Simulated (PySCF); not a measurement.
Molecule: `InChI=1S/C4H7B/c1-2-3-4-5/h2-4H,1,5H2/b4-3+`.

Numbering as in the mapped SMILES `[BH2:1]/[CH:2]=[CH:3]/[CH:4]=[CH2:5]`. Each H is labelled by its parent atom. Ha(C5) is cis to C3; Hb(C5) is trans to C3.

Geometry PBE0-D3(BJ)/def2-SVP throughout; GIAO in PySCF 2.14.0 with density-fitted response routines, gas phase, one conformer, non-relativistic; equivalent atoms averaged; functional PBE0.

Q: How do the absolute shieldings σ depend on the basis set? (a selection of nuclei; ppm; last column core-seconds on shared hosts with different chips, so compare them loosely)

A: 
| basis set | functions | B1 | C3 | C2 | C4 | C5 | H(B1) | H(C2) | Ha(C5) | Hb(C5) | core-s |
| --- | --- | --- | --- | --- | --- | --- | --- | --- | --- | --- | --- |
| pcSseg-0 | 59 | 28.1 | 12.3 | 40.1 | 41.4 | 46.8 | 24.95 | 25.49 | 26.52 | 26.55 | 6.8 |
| 6-31G* | 84 | 46.6 | 33.3 | 60.8 | 60.6 | 67.1 | 24.99 | 25.06 | 26.12 | 26.17 | 10 |
| cc-pVDZ | 105 | 44.4 | 29.5 | 57.7 | 56.7 | 64.9 | 24.36 | 24.26 | 25.32 | 25.40 | 15 |
| def2-SVP | 105 | 42.1 | 27.1 | 55.6 | 54.9 | 62.5 | 24.45 | 24.38 | 25.50 | 25.53 | 14 |
| pcSseg-1 | 120 | 28.8 | 8.7 | 37.8 | 36.6 | 45.7 | 24.48 | 24.19 | 25.22 | 25.26 | 5.1 |
| 6-311+G(2d,p) | 177 | 33.1 | 13.2 | 42.9 | 40.6 | 51.1 | 24.66 | 24.42 | 25.46 | 25.58 | 30 |
| aug-cc-pVDZ | 178 | 41.2 | 28.2 | 57.2 | 54.6 | 65.1 | 24.40 | 24.23 | 25.24 | 25.31 | 30 |
| def2-TZVP | 197 | 32.1 | 11.3 | 41.7 | 39.3 | 50.0 | 24.60 | 24.38 | 25.43 | 25.52 | 37 |
| IGLO-III | 245 | 26.1 | 4.5 | 35.2 | 32.8 | 43.8 | 24.59 | 24.29 | 25.33 | 25.42 | 48 |
| cc-pVTZ | 248 | 33.3 | 13.1 | 42.9 | 41.1 | 51.2 | 24.55 | 24.19 | 25.24 | 25.32 | 51 |

Q: Which nucleus among those listed moves most, in ppm?

A: C3 (alkene CH): from 4.5 ppm with IGLO-III to 33.3 ppm with 6-31G*. The smallest spread is 0.63 ppm, at H(B1). Proton shifts span only some 12 ppm, so a few tenths of a ppm matter as much there as several ppm in carbon.

Q: Taking the largest basis, cc-pVTZ (248 functions), as the yardstick, rank the others by their worst heavy-atom deviation.

A: 6-311+G(2d,p) 0.5 ppm (177 functions), def2-TZVP 1.8 ppm (197 functions), pcSseg-0 5.2 ppm (59 functions), pcSseg-1 5.5 ppm (120 functions), IGLO-III 8.6 ppm (245 functions), def2-SVP 14.0 ppm (105 functions), aug-cc-pVDZ 15.2 ppm (178 functions), cc-pVDZ 16.4 ppm (105 functions), 6-31G* 20.3 ppm (84 functions).

A small basis that lands close on one nucleus may do so by chance; judge by the trend and by all nuclei.
